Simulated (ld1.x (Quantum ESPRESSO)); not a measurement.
# Ni: what ld1.x (Quantum ESPRESSO) 7.5 does with a changed input

Command:

```bash
ld1.x < Ni.in > Ni.out
```

Input:

```
&input
   title='Ni', zed=28., rel=2, dft='PBE', iswitch=3, tr2=1e-4,
   config='[Ar] 3d8 4s1.5 4p0.5', rel_dist='average',
   nld=5, rlderiv=1.25, eminld=-10.0, emaxld=5.0, deld=0.04
 /
 &inputp
   pseudotype=2, tm=.true., lloc=-1, rcloc=1.15,
   nlcc=.true., rcore=1.00,
   file_pseudopw='Ni.UPF', file_wfcaegen='ae.wfc', file_wfcncgen='nc.wfc', file_beta='beta', file_chi='chi'
 /
3
3S  1  0   2.00   0.00  1.15  1.15  0.0
3P  2  1   6.00   0.00  1.15  1.15  0.0
3D  3  2   8.00   0.00  0.95  0.95  0.0
 &test
   configts(1)='3s2 3p6 3d8 4s1.5 4p0.5'
 /
```

Output (end):

```
      Wfc   3D  rcut= 0.944  Using Troullier-Martins method

     ------------------- End of pseudopotential generation -------------------

     Computing logarithmic derivative in   1.25115
     Computing logarithmic derivative in   1.25115
     Computing the partial wave expansion
     R is outside the sphere for l=    0 j= 0.50
     R is outside the sphere for l=    1 j= 0.50
     R is outside the sphere for l=    1 j= 1.50
     R is outside the sphere for l=    2 j= 1.50
     R is outside the sphere for l=    2 j= 2.50

     ---------------------- Testing the pseudopotential ----------------------

     Ni
     dirac relativistic calculation

     atomic number is 28.00   valence charge is 18.00
     dft =PBE   lsd =0 sic =0 latt =0  beta=0.20 tr2=1.0E-04
     mesh =1195 r(mesh) =  98.77016 xmin = -7.00 dx = 0.01250

     n l  j  nl             e AE (Ry)       e PS (Ry)    De AE-PS (Ry)
     1 0 0.5 3S   1( 2.00)       -8.23753       -8.23256       -0.00496
     2 1 0.5 3P   1( 2.00)       -5.43170       -5.42607       -0.00563  !
     2 1 1.5 3P   1( 4.00)       -5.26947       -5.26380       -0.00567  !
     3 2 1.5 3D   1( 3.20)       -0.73800       -0.73272       -0.00528  !
     3 2 2.5 3D   1( 4.80)       -0.72036       -0.71526       -0.00509  !
     2 0 0.5 4S   1( 1.50)       -0.46361       -0.45662       -0.00699  !
     3 1 0.5 4P   1( 0.17)       -0.12848       -0.12827       -0.00021
     3 1 1.5 4P   1( 0.33)       -0.12426       -0.12423       -0.00003

     eps = 7.7E-05  iter =  3

     Etot =   -3041.072582 Ry,   -1520.536291 Ha,  -41375.900313 eV
     Etotps =  -428.279865 Ry,    -214.139933 Ha,   -5827.044416 eV

     Ekin =     196.029332 Ry,      98.014666 Ha,    2667.114935 eV
     Encl =    -731.487197 Ry,    -365.743599 Ha,   -9952.390329 eV
     Ehrt =     294.101138 Ry,     147.050569 Ha,    4001.449834 eV
     Ecxc =    -124.996156 Ry,     -62.498078 Ha,   -1700.659340 eV
     (Ecc =     -88.284435 Ry,     -44.142217 Ha,   -1201.170924 eV)
     Epseu=     -61.926982 Ry,     -30.963491 Ha,    -842.559516 eV

     ---------------------- End of pseudopotential test ----------------------
```

This input was made by a single change from one that runs to its end. What was changed?

The change: threshold tr2=1e-4. A file is written, but the pseudo-atom does not reach self-consistency. Messages: d rho/ d r > 0.
